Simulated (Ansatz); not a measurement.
`I[SiH]1BC1` + H₂O → `O[SiH]1BC1` + HI at 400 K and 1 bar (formal hydrolysis of the Si–I bond).

Isolated molecules relaxed with PBE0-D4/def2-TZVP in Ansatz; ΔE leaves out vibrations. CCSD(T)/CBS is the MP2 limit (def2-TZVPP, def2-QZVPP) plus CCSD(T) − MP2 in def2-TZVPP, frozen cores. This one scheme is used for every species. def2 core potentials past Kr. For I outer-core shells are correlated without core-valence functions, which leaves a few kJ/mol of doubt a bond. One conformer a species, not always the lowest.

```csv
species,CCSD(T)/CBS energy (Eh),H − E (kJ/mol),S (J/(mol·K))
`I[SiH]1BC1`,-651.74575,151.8,359.8
H₂O,-76.37941,69.8,198.6
`O[SiH]1BC1`,-430.08182,186.7,334.2
HI,-298.03592,25.7,215.0
```

H − E and S are ideal-gas, rigid-rotor, harmonic terms from PBE0-D4/def2-TZVP, for one conformer and one mirror image of each species. 1 Eh = 2625.50 kJ/mol, R = 8.31446 J/(mol·K).

Question: By hand: ΔE, ΔH, ΔS and ΔG.

Answer: ΔE = (-430.08182) + (-298.03592) − (-651.74575) − (-76.37941) = 0.00742 Eh = 19.5 kJ/mol. Δ(H − E) = 186.7 + 25.7 − 151.8 − 69.8 = -9.2, so ΔH = 10.3 kJ/mol. ΔS = 334.2 + 215.0 − 359.8 − 198.6 = -9.2 J/(mol·K). ΔG = 10.3 − 400 × (-9.2)/1000 = 14.0 kJ/mol.

Question: By hand: the equilibrium constant, and the temperature at which ΔG would vanish if ΔH and ΔS stayed fixed.

Answer: log₁₀ K = −ΔG/(RT ln 10) = -1.8. ΔH and −TΔS have one sign here, so there is no such temperature.

TΔS isn't small against ΔH here. A doubt of 5 kJ/mol in ΔE shifts log₁₀ K by 0.7 here. Other conformers and mirror images would add mixing entropy, several J/(mol·K) or more a flexible species. These are equilibria of isolated gas molecules and say nothing of rates. Largest T1 diagnostic: 0.014 (customary marks: 0.02 for closed shells, 0.045 for open ones).

ΔS is within the doubt of such terms, so its sign, and with it that verdict, could turn.
